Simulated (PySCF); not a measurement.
**Cl2Ga2H4: core ionisation energies**

Species: Cl2Ga2H4.
Geometry (PBE0-D3(BJ)/def2-SVP, Å), atoms numbered from 1 in this order:
```
atom  x, y, z in Å
Cl1   -0.5155    0.4261    1.5449
Ga2    1.5559    0.5582    0.3791
Cl3    0.5247   -0.4377   -1.5119
Ga4   -1.5517   -0.5524   -0.3529
H5     2.4679   -0.5361    0.9992
H6     1.7539    2.0579    0.0252
H7    -2.4500    0.5542   -0.9713
H8    -1.7672   -2.0513   -0.0060
```

Method used: PySCF 2.14.0, delta-SCF UKS SCAN, pcX-2 on the ionised atom, pcseg-1 elsewhere, spin-free X2C. Each binding energy is the total energy of the core-ionised species, with the hole localised on one atom, minus that of the ground state; both are solved self-consistently, so orbital relaxation is included.

Question: Give the core binding energies atom by atom.

Answer: 
```
atom(s)  bonded to     level  binding energy (eV)  2p1/2 (eV)  count
Cl1/Cl3       2 Ga  Cl 2p3/2               205.94      207.60      2
Cl1/Cl3       2 Ga     Cl 1s              2828.57           –      2
```

Question: Which photon energy gives electrons from Cl 1s of Cl1/Cl3 a kinetic energy of 100 eV, and what is their de Broglie wavelength?

Answer: hν = 2828.57 + 100 = 2928.57 eV, recoil neglected; λ = 12.264 Å/√(E/eV) = 1.23 Å.

Atoms equivalent by their bonding share one computed value, that of the first of them. Spin–orbit coupling isn't in the SCF: each 2p doublet comes from a relaxed spin-free hole plus a matrix of the shell (mean-field spin–orbit coupling and the ground-state 2p splitting), with 2p3/2 averaged over its two sublevels. 2p1/2 minus 2p3/2 (ligand field included): Cl 1.65 eV. No level of gallium is listed. Geometry: PBE0-D3(BJ)/def2-SVP; no solvent, vibrations or thermal averaging.
